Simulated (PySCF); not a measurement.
Broadened absorption spectrum of C5H7NOSi

Compound: C5H7NOSi.
SMILES: `[SiH3]Oc1ccncc1`

Level of theory: TDDFT wB97X-D/def2-SVPD, vertical, gas phase, core orbitals frozen in the response (PySCF). One conformer (not necessarily the lowest) at the GFN2-xTB geometry, without solvent, vibrations or thermal averaging. Torsions of this conformer, `[SiH3:1][O:2][c:3]1[cH:4][cH:5][n:6][cH:7][cH:8]1`: Si1–O2–C3–C4 180°.

Computed states:

| state | E (eV) | f |
| --- | --- | --- |
| S1 | 5.32 | 0.0004 |
| S2 | 5.41 | 0.0037 |
| S3 | 5.65 | 0.0009 |
| S4 | 6.28 | 0.044 |
| S5 | 7.00 | 0.0053 |
| S6 | 7.03 | 0.367 |
| S7 | 7.15 | 0.732 |
| S8 | 7.66 | 0.0000 |

Broadening: Gaussians 0.3 eV wide at half height, area fixed by f = 4.319×10⁻⁹ ∫ε dν̃. The cross-section is σ = 3.8235×10⁻²¹ ε cm², given in Mb (10⁻¹⁸ cm²). The width is an assumption, not a result. The curve ends short of the highest state used, and states not computed would add to its high-energy end.

Question: What does the envelope look like, and where are its maxima?

Answer: 
E (eV), σ (Mb) and a bar:
```
     4.87       0.00 
     4.94       0.00 
     5.00       0.01 
     5.06       0.04 
     5.12       0.13 
     5.19       0.35 
     5.25       0.66 
     5.31       1.04 
     5.37       1.34 
     5.44       1.40 
     5.50       1.21 
     5.56       0.92 
     5.62       0.65 
     5.69       0.41 
     5.75       0.26 
     5.81       0.16 
     5.87       0.16 
     5.94       0.49 
     6.00       1.45 
     6.06       3.59 
     6.12       7.15 #
     6.19      12.10 #
     6.25      14.93 #
     6.31      14.76 #
     6.38      11.01 #
     6.44       6.73 #
     6.50       3.32 
     6.56       1.43 
     6.63       1.24 
     6.69       3.85 
     6.75      12.71 #
     6.81      35.05 ###
     6.88      89.93 ########
     6.94     165.12 ###############
     7.00     253.25 #######################
     7.06     324.87 ##############################
```

Maxima: 229 nm (5.42 eV), ε about 370, made up of S2 (89%); 198 nm (6.28 eV), ε about 4000, made up of S4 (100%) (ε in L mol⁻¹ cm⁻¹; maxima over ε = 5, shares over 10%). At its high-energy end, 7.06 eV, the curve is still rising (ε about 85000, from S6 and S7).

Question: On this curve, what absorbance would a 10⁻⁵ mol/L sample give at 193 nm over a 1 cm path?

Answer: 193 nm is 6.424 eV, where ε is about 2000 L mol⁻¹ cm⁻¹, so A = ε c l ≈ 0.02 (Beer–Lambert, with the gas-phase spectrum and the assumed width).

Question: What would ε be at 6.28 eV, the highest of these maxima, with half the width (0.15 eV)?

Answer: About 7980 L mol⁻¹ cm⁻¹ against 3990, a factor of about 2.00; a lone state at its own centre would give exactly 2.

Question: Coming from long wavelengths, where does ε first pass 100 L mol⁻¹ cm⁻¹?

Answer: At about 238 nm (5.20 eV), 0.12 eV below S1.

On an Arm Neoverse V1 with one thread, shared host, this took 47 s.
